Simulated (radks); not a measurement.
Problem. The barium ion Ba38+, 18 electrons, occupied as [Ar]. Method: Dirac Kohn-Sham, LB94 model potential, spin-unpolarised, spherical densities, finite nucleus; Fermi nuclear charge, rms radius 4.8378 fm; computed with a radial shooting solver on a logarithmic mesh with Libxc functionals. Some entries of the table are withheld. Estimate them.

| orbital | occ. | eigenvalue (hartree) | <r^2> (bohr^2) | <1/r> (bohr^-1) |
|---|---|---|---|---|
| 1s1/2 | 2 | -1453.151 | 0.0008858 | (1) |
| 2s1/2 | 2 | -295.3062 | 0.01378 | 14.41 |
| 2p1/2 | 2 | -283.5628 | 0.01012 | 14.37 |
| 2p3/2 | 4 | -269.1790 | 0.01132 | 13.13 |
| 3s1/2 | 2 | -111.1226 | (2) | 5.656 |
| 3p1/2 | 2 | -106.7293 | (3) | (4) |
| 3p3/2 | 4 | -103.2736 | (5) | (6) |

Solution. 
(1) 1s1/2 <1/r> (bohr^-1): 60.75
(2) 3s1/2 <r^2> (bohr^2): 0.08198
(3) 3p1/2 <r^2> (bohr^2): 0.07514
(4) 3p1/2 <1/r> (bohr^-1): 5.610
(5) 3p3/2 <r^2> (bohr^2): 0.08051
(6) 3p3/2 <1/r> (bohr^-1): 5.282
